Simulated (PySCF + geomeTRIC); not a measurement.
Species: [Mo(F)4(OH)2] (charge 0, multiplicity 1).

**Question.** Give a relaxed geometry from TPSS-D3(BJ)/def2-SVP in PySCF + geomeTRIC.

**Answer.** Several could match; the one computed here: the end point of this relaxation, one of several conformers.
Cartesian coordinates (Å) in one orientation:
```xyz
9

Mo     0.147     0.101    -0.020
F      0.380    -1.733     0.226
F     -0.355     0.088     1.777
F      1.904     0.333     0.556
F     -1.630    -0.261    -0.451
O      0.687    -0.073    -1.777
H      1.014    -0.724    -2.423
O     -0.154     1.925    -0.069
H     -0.471     2.647     0.502
```
